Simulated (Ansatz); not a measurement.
Isolated molecules relaxed with PBE0-D4/def2-TZVP in Ansatz; ΔE leaves out vibrations. CBS: MP2 limit from def2 TZ/QZ plus the TZ coupled-cluster correction, frozen cores. This one scheme is used for every species. Functionals use def2-TZVPP. B3LYP here is the variant with VWN-RPA as its local correlation; programs differ in this. Each species was taken in one conformer, which may not be the lowest.

`CO[Si](N)(O)O` + H₂ → `N[SiH](O)O` + CH₃OH  (hydrogenolysis of the Si–O bond)

`CO[Si](N)(O)O`:

Cartesian coordinates in Å:
```
C -0.746 0.671 1.712
O 0.149 -0.247 1.133
Si 0.282 -0.510 -0.474
N 0.907 0.732 -1.447
O -1.250 -0.814 -0.973
O 1.338 -1.746 -0.620
H -1.781 0.445 1.439
H -0.517 1.699 1.403
H -0.647 0.610 2.797
H 1.893 0.927 -1.470
H 0.352 1.523 -1.722
H -1.367 -0.955 -1.913
H 1.387 -2.334 0.135
```

H₂:

Cartesian coordinates in Å:
```
H -0.255 -0.119 0.245
H 0.255 0.119 -0.245
```

`N[SiH](O)O`:

```xyz
9

N     0.334    0.639    1.031
Si   -0.398   -0.388   -0.130
O     0.742   -1.464   -0.610
O    -1.020    0.574   -1.302
H    -0.161    1.453    1.359
H     0.891    0.239    1.770
H    -1.535   -1.226    0.297
H     1.615   -1.118   -0.801
H    -0.467    1.293   -1.614
```

CH₃OH:

Cartesian coordinates in Å:
```
C -0.312 0.137 -0.105
O 0.720 -0.202 0.793
H -1.084 0.645 0.473
H -0.764 -0.746 -0.574
H 0.028 0.819 -0.894
H 1.412 -0.654 0.306
```

```json
{"level": "PBE-D4", "ΔE (kJ/mol)": "93.9"}
{"level": "B3LYP-D4", "ΔE (kJ/mol)": "103.9"}
{"level": "ωB97M-V", "ΔE (kJ/mol)": "103.6"}
{"level": "r2SCAN", "ΔE (kJ/mol)": "104.7"}
{"level": "B3LYP", "ΔE (kJ/mol)": "90.8"}
{"level": "HF/def2-TZVPP", "ΔE (kJ/mol)": "94.2"}
{"level": "HF/def2-QZVPP", "ΔE (kJ/mol)": "94.8"}
{"level": "MP2/def2-QZVPP", "ΔE (kJ/mol)": "107.0"}
```

Q: What does CCSD(T)/CBS give? (Best estimate.)

A: The calculation gave: +102.3 kJ/mol. The listed levels differ from it by -8.4, 1.6, 1.3, 2.4, -11.5, -8.1, -7.5, 4.7 kJ/mol.

Largest T1 diagnostic among the species: 0.011.

The D4 term adds +13.2 kJ/mol with B3LYP and +7.4 kJ/mol with PBE0; it sums over pairs of atoms, weighted by their polarisabilities, and B3LYP, whose exchange is more repulsive, gets the larger term. From PBE to PBE0 (25 % exact exchange), in def2-TZVPP and without D4, ΔE moves by +3.7 kJ/mol. In def2-TZVPP, CCSD(T) changes the Hartree–Fock value by +7.7 kJ/mol (the triples alone add +2.4 kJ/mol) and MP2 by +12.4 kJ/mol.
